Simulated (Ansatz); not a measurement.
Geometry optimisation, RKS B3LYP/def2-SVP in Ansatz 0.2.0.

input.yaml

```yaml
crystal:
  periodic: [false, false, false]
  atoms:
    - { symbol: Si, position_ang: [-0.615, -0.9483, 0.1041] }
    - { symbol: Cl, position_ang: [1.6585, -1.909, 0.4747] }
    - { symbol: Cl, position_ang: [-0.6901, -1.9711, -1.6387] }
    - { symbol: Cl, position_ang: [-1.1145, -1.8107, 1.8696] }
    - { symbol: H, position_ang: [-1.8718, -0.1855, -0.05] }
    - { symbol: H, position_ang: [0.941, -0.3294, 0.1809] }
    - { symbol: Si, position_ang: [0.4083, 1.4273, -0.1838] }
    - { symbol: H, position_ang: [0.2833, 2.0635, 1.1205] }
    - { symbol: H, position_ang: [1.6698, 1.7944, -0.8167] }
    - { symbol: H, position_ang: [-0.6694, 1.8688, -1.0606] }
basis:
  gaussian: { orbitals: def2-SVP }
hamiltonian:
  xc: b3lyp
relax:
  f_tol: 0.15
  max_steps: 25
  restrain:
    - { distance: [0, 6], at: 3.52, k: 30.0 }
    - { distance: [5, 1], at: 2.63, k: 30.0 }
    - { distance: [0, 1], at: 2.13, k: 30.0 }
    - { distance: [5, 6], at: 1.42, k: 30.0 }
```

Command:

```bash
$ ansatz run input.yaml --threads 2 --pin off --max-ram 3072MiB --backend cpu --events-out ev --progress --plain --runs-dir out
```

Where does it end, and by what steps?

It converged. The restraints hold the end off the free minimum. After 13 steps the energy has fallen by 3.065 eV (the restraints' own energy left out); Cl4 moved furthest, 1.30 Å. Joined: H6–Si7 (1.87 → 1.45 Å).

| step | energy less start (eV) | largest force component (eV/Å) | accepted |
| --- | --- | --- | --- |
| 0 | 0.0000 | 0.944 | yes |
| 1 | -0.1383 | 2.185 | yes |
| 2 | -0.3271 | 2.898 | yes |
| 3 | -0.7085 | 2.394 | yes |
| 4 | -1.4525 | 1.044 | yes |
| 5 | -2.0073 | 0.710 | yes |
| 6 | -2.3532 | 1.140 | yes |
| 7 | -2.6261 | 1.119 | yes |
| 8 | -2.8173 | 1.228 | yes |
| 9 | -2.9650 | 1.244 | yes |
| 10 | -3.0388 | 1.228 | yes |
| 11 | -3.0522 | 1.166 | yes |
| 12 | -3.0563 | 1.132 | yes |
| 13 | -3.0648 | 1.081 | yes |

```xyz
10
Properties=species:S:1:pos:R:3
Si -0.692 -1.517 0.439
Cl 1.316 -1.979 0.871
Cl -1.040 -1.793 -1.566
Cl -1.898 -2.785 1.521
H -0.996 -0.137 0.839
H 1.327 0.342 -0.383
Si 0.667 1.629 -0.424
H 0.324 2.048 0.965
H 1.574 2.646 -1.029
H -0.581 1.546 -1.234
```

Time of the run: 39 s on 2 threads of Intel(R) Xeon(R) Platinum 8488C (Sapphire Rapids), on a shared host, peak memory 0.32 GiB.
